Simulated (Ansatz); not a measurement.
La3⁻. Charge -1, multiplicity 5. Geometry PBE0-D4/def2-TZVPD.

```xyz
3

La   -0.714    0.092    1.800
La    1.650   -0.229   -0.108
La   -0.936    0.138   -1.692
```

In the def2 sets La takes a core potential; there is no spin–orbit coupling. HSE06 is defined as in plane-wave codes, on full-range PBE exchange. At PBE-D4/def2-TZVPD, PBE0-D4/def2-TZVPD, HSE06-D4/def2-TZVPD, BHLYP-D4/def2-TZVPD and others the charge -1 quintet is spin-contaminated (final ⟨S²⟩ up to 6.36, 6.00 for a pure state). At PBE-D4/def2-TZVPD, PBE0-D4/def2-TZVPD, HSE06-D4/def2-TZVPD the highest occupied level of the charge -1 quintet lies above zero (up to 0.70 eV). The electron is either unbound and held by the finite basis, or the level is raised by self-interaction error. At PBE0-D4/def2-TZVPD a broken-symmetry singlet of charge -1 lies 0.07 eV below the quintet, each at its own geometry. The structure comes from a short search, and lower isomers may exist.

Estimate the α-spin orbital energies around the gap (eV) in Ansatz with PBE-D4/def2-TZVPD, PBE0-D4/def2-TZVPD, HSE06-D4/def2-TZVPD, BHLYP-D4/def2-TZVPD, ωB97M-V/def2-TZVPD.


```json
{"orbital": "HOMO−5", "PBE-D4/def2-TZVPD": "-0.06", "PBE0-D4/def2-TZVPD": "-0.72", "HSE06-D4/def2-TZVPD": "-0.37", "BHLYP-D4/def2-TZVPD": "-1.33", "ωB97M-V/def2-TZVPD": "-2.59"}
{"orbital": "HOMO−4", "PBE-D4/def2-TZVPD": "0.17", "PBE0-D4/def2-TZVPD": "-0.71", "HSE06-D4/def2-TZVPD": "-0.36", "BHLYP-D4/def2-TZVPD": "-1.33", "ωB97M-V/def2-TZVPD": "-2.51"}
{"orbital": "HOMO−3", "PBE-D4/def2-TZVPD": "0.24", "PBE0-D4/def2-TZVPD": "-0.43", "HSE06-D4/def2-TZVPD": "-0.11", "BHLYP-D4/def2-TZVPD": "-0.93", "ωB97M-V/def2-TZVPD": "-1.99"}
{"orbital": "HOMO−2", "PBE-D4/def2-TZVPD": "0.47", "PBE0-D4/def2-TZVPD": "-0.32", "HSE06-D4/def2-TZVPD": "0.03", "BHLYP-D4/def2-TZVPD": "-0.83", "ωB97M-V/def2-TZVPD": "-1.88"}
{"orbital": "HOMO−1", "PBE-D4/def2-TZVPD": "0.54", "PBE0-D4/def2-TZVPD": "-0.15", "HSE06-D4/def2-TZVPD": "0.15", "BHLYP-D4/def2-TZVPD": "-0.39", "ωB97M-V/def2-TZVPD": "-1.35"}
{"orbital": "HOMO", "PBE-D4/def2-TZVPD": "0.70", "PBE0-D4/def2-TZVPD": "0.15", "HSE06-D4/def2-TZVPD": "0.47", "BHLYP-D4/def2-TZVPD": "-0.11", "ωB97M-V/def2-TZVPD": "-1.08"}
{"orbital": "LUMO", "PBE-D4/def2-TZVPD": "0.82", "PBE0-D4/def2-TZVPD": "1.28", "HSE06-D4/def2-TZVPD": "0.96", "BHLYP-D4/def2-TZVPD": "2.00", "ωB97M-V/def2-TZVPD": "2.60"}
{"orbital": "LUMO+1", "PBE-D4/def2-TZVPD": "1.05", "PBE0-D4/def2-TZVPD": "1.44", "HSE06-D4/def2-TZVPD": "1.08", "BHLYP-D4/def2-TZVPD": "2.13", "ωB97M-V/def2-TZVPD": "2.63"}
{"orbital": "LUMO+2", "PBE-D4/def2-TZVPD": "1.10", "PBE0-D4/def2-TZVPD": "1.59", "HSE06-D4/def2-TZVPD": "1.22", "BHLYP-D4/def2-TZVPD": "2.21", "ωB97M-V/def2-TZVPD": "2.66"}
{"orbital": "LUMO+3", "PBE-D4/def2-TZVPD": "1.48", "PBE0-D4/def2-TZVPD": "1.77", "HSE06-D4/def2-TZVPD": "1.47", "BHLYP-D4/def2-TZVPD": "2.23", "ωB97M-V/def2-TZVPD": "2.80"}
{"orbital": "LUMO+4", "PBE-D4/def2-TZVPD": "1.58", "PBE0-D4/def2-TZVPD": "1.83", "HSE06-D4/def2-TZVPD": "1.55", "BHLYP-D4/def2-TZVPD": "2.28", "ωB97M-V/def2-TZVPD": "2.87"}
{"orbital": "LUMO+5", "PBE-D4/def2-TZVPD": "1.60", "PBE0-D4/def2-TZVPD": "1.86", "HSE06-D4/def2-TZVPD": "1.57", "BHLYP-D4/def2-TZVPD": "2.39", "ωB97M-V/def2-TZVPD": "2.93"}
{"orbital": "β HOMO", "PBE-D4/def2-TZVPD": "0.62", "PBE0-D4/def2-TZVPD": "-0.23", "HSE06-D4/def2-TZVPD": "0.10", "BHLYP-D4/def2-TZVPD": "-0.85", "ωB97M-V/def2-TZVPD": "-1.95"}
{"orbital": "β LUMO", "PBE-D4/def2-TZVPD": "0.92", "PBE0-D4/def2-TZVPD": "1.32", "HSE06-D4/def2-TZVPD": "1.02", "BHLYP-D4/def2-TZVPD": "1.61", "ωB97M-V/def2-TZVPD": "1.80"}
```
